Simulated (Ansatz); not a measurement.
`B[NH][GeH3]` + `O[SiH2]S` → `O[SiH2][S][GeH3]` + `BN`  (ligand exchange at a Ge–N bond)

Computed with Ansatz on PBE0-D4/def2-TZVP structures; ΔE is electronic, products minus reactants. CBS: MP2 limit from def2 TZ/QZ plus the TZ coupled-cluster correction, frozen cores. This one scheme is used for every species. For Ge outer-core shells are correlated without core-valence functions, which leaves a few kJ/mol of doubt a bond. Scalar relativity is left out up to krypton. One conformer a species, not always the lowest.

`B[NH][GeH3]`:

Cartesian coordinates in Å:
```
B 1.463 -0.492 -0.386
N 0.489 0.473 -0.146
Ge -1.271 0.155 0.342
H 1.177 -1.652 -0.276
H 2.570 -0.151 -0.697
H 0.751 1.443 -0.244
H -1.546 0.828 1.698
H -1.429 -1.364 0.428
H -2.205 0.761 -0.720
```

`O[SiH2]S`:

Cartesian coordinates in Å:
```
O -1.213 -0.249 0.851
Si 0.268 -0.438 0.167
S 0.895 1.247 -0.980
H -1.363 0.551 1.358
H 1.349 -0.576 1.175
H 0.138 -1.650 -0.669
H -0.073 1.115 -1.903
```

`O[SiH2][S][GeH3]`:

Z-matrix (Å, degrees):
```
Si
S 1 2.132
O 1 1.641 2 113.3
H 1 1.477 2 108.3 3 -116.5
H 1 1.489 2 107.5 3 123.0
Ge 2 2.227 1 98.1 3 -95.4
H 3 0.958 1 117.8 2 50.3
H 6 1.539 2 109.6 1 48.8
H 6 1.533 2 105.9 1 167.9
H 6 1.535 2 110.1 1 -72.0
```

`BN`:

Cartesian coordinates in Å:
```
B 0.569 0.220 0.308
N -0.585 -0.226 -0.316
H 0.756 1.398 0.408
H 1.348 -0.585 0.730
H -0.806 -1.200 -0.435
H -1.281 0.393 -0.694
```

```csv
species,MP2/def2-QZVPP energy (Eh)
`B[NH][GeH3]`,-2158.97597
`O[SiH2]S`,-764.41232
`O[SiH2][S][GeH3]`,-2841.52452
`BN`,-81.88281
```

(1) Work out ΔE.

Largest T1 diagnostic among the species: 0.013.

## Answers

(1) ΔE = (-2841.52452) + (-81.88281) − (-2158.97597) − (-764.41232) = -0.01904 Eh = -50.0 kJ/mol. CCSD(T)/CBS gives -48.4 kJ/mol.

The D4 term adds −4.4 kJ/mol with B3LYP and −2.5 kJ/mol with PBE0; it sums over pairs of atoms, weighted by their polarisabilities, and B3LYP, whose exchange is more repulsive, gets the larger term.

B3LYP here is the variant with VWN-RPA as its local correlation; programs differ in this.
